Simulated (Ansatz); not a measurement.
System: arsine, AsH₃, charge 0, multiplicity 1. SMILES: [AsH3]
Geometry from a B3LYP-D3(BJ)/def2-TZVP (Ansatz, a first-principles code) optimisation:
```xyz
4

As     0.0003     0.0002     0.0708
H     -0.7759    -1.0063    -0.7723
H     -0.4876     1.1692    -0.7786
H      1.2523    -0.1682    -0.7839
```
Charge 0, spin multiplicity 1.

Wanted: atomisation energy, in kcal/mol. Conventions: atomisation electronic, to ground-state atoms; no dispersion term unless named; spin-orbit terms left out; open shells spin-unrestricted; non-relativistic. First-principles rows: single points at B3LYP-D3(BJ) geometries (Ansatz).

```csv
species,coefficient,"E at HF/3-21G (Ansatz), Eh","E at PBE/def2-TZVPD (Ansatz), Eh"
[AsH3] (AsH3),-1,-2225.14325,-2237.31730
As atom,+1,-2223.45070,-2235.47048
H atom,+3,-0.49620,-0.49962
```

 1 Eh = 627.5095 kcal/mol.

### Question
Compute it at each level from the table.

### Answer

- HF/3-21G: the sum of coefficient times E is 0.20395 Eh, or 127.98 kcal/mol. Result: 128.0 kcal/mol.
- PBE/def2-TZVPD: the sum of coefficient times E is 0.34796 Eh, or 218.35 kcal/mol. Result: 218.3 kcal/mol.
